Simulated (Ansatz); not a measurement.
```xyz
5

N     0.0011   -0.0401   -1.3592
H     0.9565   -0.0100   -1.7989
H    -0.4834    0.7748   -1.8331
H    -0.4538   -0.8106   -1.7727
Cu    0.0344    0.0652    0.5841
```

RHF-MP2 on singlet CuNH₃(+) was run in several spherical basis sets with Ansatz (development build ahead of 0.2.0). Frozen core: 6 orbitals.

Rank the basis sets by the total energy that they give, lowest first, with the distance from the lowest.
A. def2-SVP
B. STO-3G
C. 6-31G

A (0.00 eV), C (6.22 eV), B (529.86 eV).

Totals follow the description of the cores as much as that of the bonds, so this order isn't one of quality for chemistry.
